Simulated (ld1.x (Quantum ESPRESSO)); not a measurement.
**iodine (I), TM: configuration errors across variants**

I (Z = 53), norm-conserving Troullier–Martins (Kleinman–Bylander form), made with ld1.x (Quantum ESPRESSO) 7.5 (PBE, scalar-relativistic). Core [Kr] 4d10, reference 5s1.5 5p5.5. Waves: 5p (bound): rc 1.85 bohr; 5d channel at 0.3 Ry: rc 1.75 bohr; 5s (bound): rc 1.25 bohr. Local part: the s channel. Core correction: none.

All-electron excitation energies from the reference (eV): (1) 5s2 5p5 -5.184; (2) 5s2 5p4 5.947; (3) 5s2 5p3 25.793; (4) 5s2 5p4.5 -0.652; (5) 5s2 5p2 55.121; (6) 5s2 5p5.3 -6.967; (7) 5s2 5p1 94.547.

6 further variants failed, have other tests or another functional or relativity, and are left out.

A true bound ghost makes a file unfit for plane-wave use even where its test errors are small: the radial tests pick states by their node count and pass the ghost by.

Errors AE − PS in meV (a dash: test not solved or not reliable):

| change | (1) | (2) | (3) | (4) | (5) | (6) | (7) | bound ghosts |
| --- | --- | --- | --- | --- | --- | --- | --- | --- |
| base | +4.8 | +4.7 | +9.0 | +4.7 | +38 | +4.6 | +148 | p, d |
| wave 5d channel at 0.3 Ry: rc 1.75 bohr becomes 5d channel at 0.47 Ry: rc 1.75 bohr | +4.8 | +4.7 | +9.0 | +4.7 | +38 | +4.6 | +148 | p, d |
| local potential all-electron potential smoothed inside 0.95 bohr (lloc = -1) | +5.9 | +2.4 | -4.4 | +4.5 | -13 | +6.5 | -3.6 | s, p, d |
| wave 5d channel at 0.3 Ry: rc 1.75 bohr becomes 5d channel at 0.3 Ry: rc 1.20 bohr | +4.8 | +4.7 | +9.0 | +4.7 | +38 | +4.6 | +148 | p |
| wave 5p (bound): rc 1.85 bohr becomes 5p (bound): rc 2.66 bohr | +8.2 | +9.3 | +12 | +8.9 | +30 | +7.8 | +111 | p, d |

(1) Give the same row for: wave 5s (bound): rc 1.25 bohr becomes 5s (bound): rc 1.50 bohr.

## Answers

(1) +2.1, -3.3, -18, +0.3, -43, +2.7, -67; bound ghosts: d.
